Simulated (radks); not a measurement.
Excited configurations of C: one electron is placed in a higher orbital outside [He] 2s2 2p1. The ground configuration is [He] 2s2 2p2. Calculated with a radial shooting solver on a logarithmic mesh with Libxc functionals: scalar-relativistic Kohn-Sham, SCAN, spin-unpolarised, spherical densities, finite nucleus; meta-GGA in the generalised Kohn-Sham scheme; Fermi nuclear charge, rms radius 2.4702 fm. Excitation = E - E(ground); binding = E(ion) - E, where the ion is the core of charge +1; n* = 1/sqrt(2 binding) in atomic units, and the quantum defect is n - n*.

outer orbital	excitation (eV)	binding (eV)	n*	quantum defect	<r> (bohr)
3s	7.254	3.489	1.975	1.025	5.905
3d	9.287	1.456	3.057	-0.057	10.85
4d	9.845	0.898	3.892	0.108	20.68
5d	10.156	0.586	4.818	0.182	33.63
6p	10.228	0.515	5.142	0.858	41.62
7p	10.371	0.371	6.053	0.947	58.90
7f	10.435	0.308	6.646	0.354	66.80

The Delta-SCF ionisation energy is 10.743 eV (NIST Atomic Spectra Database: 11.260 eV, measured). Self-interaction in the functional shifts the binding energies and quantum defects, so they are the method's values and not measured ones. Spin polarisation and multiplet splitting are left out, so open shells lie too high by an amount that depends on their filling.

Beside tabulated values, note that spin-unpolarised runs miss the spin-polarisation part of the exchange energy of open shells.
